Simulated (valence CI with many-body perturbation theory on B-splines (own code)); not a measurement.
**From CI to CI+MBPT in Er⁴⁴⁺**

Calculated by valence CI with perturbative core correlation (CI+MBPT): six valence electrons over a frozen Dirac-Fock core [Ar], a basis of 7 s, 7 p, 8 d, 6 f, 4 g, 1 h functions for each j, with the one-electron correlation potential Σ1, the two-electron term Σ2, the three-electron term Σ3, Breit, model QED; selected CI, second order for the rest, scaled by the run's own slope (own B-spline code, finite nucleus).

No measured spectrum was set against this ion. As an estimate, large intervals hold to a few tenths of a per cent, small ones and those within an open d or f shell to about a per cent. Core correlation moves these levels by up to 12000 cm⁻¹, and in measured spectra 5 to 20 % of such shifts remained as error; rates that hang on mixing are uncertain with them. Among the levels kept, up to 1000 cm⁻¹ of a level comes from second order outside the variational space, and about a tenth of that is noise between levels of different J, which matters for small intervals. Only levels of the ground parity were solved; by the run's estimate the other parity begins above the list, which can be wrong where configurations are misplaced.

Each rung adds one term. CI alone is the Dirac-Coulomb CI over the frozen core; QED comes last and gives the full result, which names the levels. Energies are above (3d3/2^4 3d5/2^2) J=4 on the same rung, in cm⁻¹.

Levels are named by their leading jj configuration (3d3/2^4 stands for four electrons in 3d with j = 3/2), which in mixed levels can hold well under half, so a name can repeat and another be missing. Letters in brackets count levels of one name in rising energy.

```
                    Level  CI alone     Σ1      Σ2     Σ3   Breit    QED     Full
    (3d3/2^4 3d5/2^2) J=2     54181    +39   -3629  -1068   +4365     +4    53893
    (3d3/2^4 3d5/2^2) J=0    169386   +263   -4870   -179   +7616   +115   172332
(3d3/2^3 3d5/2^3) J=3 [a]    320938  +1693   +3418  +1439   -6250  +1046   322284
(3d3/2^3 3d5/2^3) J=4 [a]    339467  +1616   +4059   +799   -8251   +983   338673
(3d3/2^3 3d5/2^3) J=1 [a]    353770  +1718   +1825   +779   -2789  +1049   356352
    (3d3/2^3 3d5/2^3) J=5    403303  +1677   +3937    +48  -14542  +1004   395426
    (3d3/2^3 3d5/2^3) J=6    407377  +1686   +6233  -1245  -19546  +1011   395517
(3d3/2^3 3d5/2^3) J=2 [a]    447928  +1718   -1324  -1095   -6437  +1012   441802
(3d3/2^3 3d5/2^3) J=3 [b]    457520  +1749    -436   +692   -9080  +1030   451475
    (3d3/2^3 3d5/2^3) J=0    531465  +1683   -6874  +1940   -5303   +960   523871
(3d3/2^3 3d5/2^3) J=4 [b]    554546  +1871    -592   -428  -10364  +1075   546108
(3d3/2^3 3d5/2^3) J=2 [b]    551291  +1934   -3058  +1340   -6057  +1121   546570
(3d3/2^3 3d5/2^3) J=1 [b]    553061  +1847   -4799  +1828   -1764  +1063   551236
(3d3/2^3 3d5/2^3) J=3 [c]    576576  +1789   -4344   +570   -5905  +1013   569699
(3d3/2^2 3d5/2^4) J=2 [a]    691416  +3316   +5260   +354  -12121  +2030   690256
(3d3/2^2 3d5/2^4) J=0 [a]    711566  +3311   +4306  +2371   -9661  +2018   713911
(3d3/2^2 3d5/2^4) J=4 [a]    742787  +3352   +6683   -294  -18457  +2033   736105
(3d3/2^2 3d5/2^4) J=3 [a]    767151  +3317   +3087  +1436  -14922  +2001   762070
    (3d3/2^2 3d5/2^4) J=5    776585  +3399   +7359   -212  -23724  +2051   765458
    (3d3/2^2 3d5/2^4) J=6    807428  +3409   +9115  -1395  -29466  +2046   791137
(3d3/2^2 3d5/2^4) J=3 [b]    819252  +3449   +3152   +833  -17522  +2066   811229
    (3d3/2^2 3d5/2^4) J=1    843145  +3335   -1369  +1545  -12559  +1984   836081
(3d3/2^2 3d5/2^4) J=4 [b]    862879  +3384   +1890   +955  -21693  +2010   849425
(3d3/2^2 3d5/2^4) J=2 [b]    869422  +3406    -907   -598  -16635  +2022   856709
(3d3/2^2 3d5/2^4) J=2 [c]    945995  +3480   -1015   +114  -12896  +2042   937720
(3d3/2^2 3d5/2^4) J=4 [c]    979706  +3552      +1   +578  -17612  +2086   968311
(3d3/2^2 3d5/2^4) J=2 [d]   1114160  +3520   -7948  +2119  -12038  +2011  1101830
      (3d3/2 3d5/2^5) J=1   1106710  +5047   +7235   -738  -19153  +3070  1102180
      (3d3/2 3d5/2^5) J=4   1209470  +5064   +7029   -962  -28138  +3043  1195510
(3d3/2^2 3d5/2^4) J=0 [b]   1228720  +3780  -10233  +2417   -8921  +2146  1217910
      (3d3/2 3d5/2^5) J=2   1251480  +5097   +2129   -523  -23092  +3050  1238140
```

The middle columns are the shifts that each term adds.

How does the ionisation energy move along the ladder, and which term matters most?

CI alone 3609.9, + Σ1 3612.1, + Σ2 3624.9, + Σ3 3625.2, + Breit 3623.8, + QED 3623.9 eV. The largest step is Σ2, 12.8 eV. NIST lists 3624 ± 4 eV (theoretical).
